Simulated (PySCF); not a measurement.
C₃H₁₄Si₃, SMILES C([C@@H](C)[SiH2][SiH3])[SiH3].

Geometry optimised at PBE0-D3(BJ)/def2-SVP. The structure was generated by enumeration; whether it is a known compound was not checked. Other conformers were not sampled.

All values below come from TDA-ωB97X/def2-SVPD in PySCF.

Vertical excitations. Gas-phase values at a fixed geometry.

```
state  energy (eV)  λ (nm)      f                                                                main pairs
-----  -----------  ------  -----  ------------------------------------------------------------------------
S1            7.37     168  0.027                         HOMO→LUMO 36 %, HOMO→LUMO+2 31 %, HOMO−1→LUMO 9 %
S2            7.55     164  0.019                                                          HOMO→LUMO+3 71 %
S3            7.87     157  0.021     HOMO−1→LUMO 32 %, HOMO→LUMO 28 %, HOMO→LUMO+1 15 %, HOMO−1→LUMO+2 5 %
S4            7.99     155  0.022                                        HOMO→LUMO+1 57 %, HOMO−1→LUMO 15 %
S5            8.26     150  0.330  HOMO→LUMO+2 16 %, HOMO−1→LUMO+3 16 %, HOMO→LUMO+1 7 %, HOMO−1→LUMO+4 6 %
S6            8.30     149  0.270     HOMO−1→LUMO+3 25 %, HOMO→LUMO+4 9 %, HOMO→LUMO+7 8 %, HOMO→LUMO+2 7 %
T1            6.49     191      0                         HOMO→LUMO 38 %, HOMO→LUMO+2 32 %, HOMO→LUMO+5 6 %
T2            6.63     187      0                                      HOMO→LUMO+3 63 %, HOMO−1→LUMO+3 16 %
```
Triplets are in the Tamm–Dancoff approximation.
